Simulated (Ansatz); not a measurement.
Stepwise reaction of `O[SiH](S)S` with water, as a gas-phase model of exchange steps in deposition or etching. ΔE in kJ/mol; ΔG adds harmonic PBE0-D4 terms to CCSD(T)/CBS, at 1 bar.

Computed with Ansatz on PBE0-D4/def2-TZVP structures; ΔE is electronic, products minus reactants. CCSD(T)/CBS is the MP2 limit (def2-TZVPP, def2-QZVPP) plus CCSD(T) − MP2 in def2-TZVPP, frozen cores. This one scheme is used for every species. Functionals use def2-TZVPP. B3LYP here is the variant with VWN-RPA as its local correlation; programs differ in this. One conformer a species, not always the lowest.

| step | reaction | PBE-D4 | B3LYP-D4 | ωB97M-V | CCSD(T)/CBS | ΔG(500 K) |
| --- | --- | --- | --- | --- | --- | --- |
| 1 | `O[SiH](S)S` + H₂O → `O[SiH](O)S` + H₂S | -32.5 | -45.9 | -46.7 | -42.3 | -52.1 |
| 2 | `O[SiH](O)S` + H₂O → `O[SiH](O)O` + H₂S | -42.2 | -56.0 | -56.3 | -53.1 | -56.9 |

Question: By hand: ΔE of the 2 steps together at CCSD(T)/CBS.

Answer: (-42.3) + (-53.1) = -95.4 kJ/mol, or -47.7 kJ/mol a step.

In ΔE each step is lower than the one before. All are downhill at CCSD(T)/CBS. ΔG lies between -56.9 and -52.1 kJ/mol a step. PBE-D4 differs from CCSD(T)/CBS by 9.8 to 10.9 kJ/mol a step. Isolated molecules leave out the surface, adducts and barriers. Largest T1 diagnostic: 0.012.
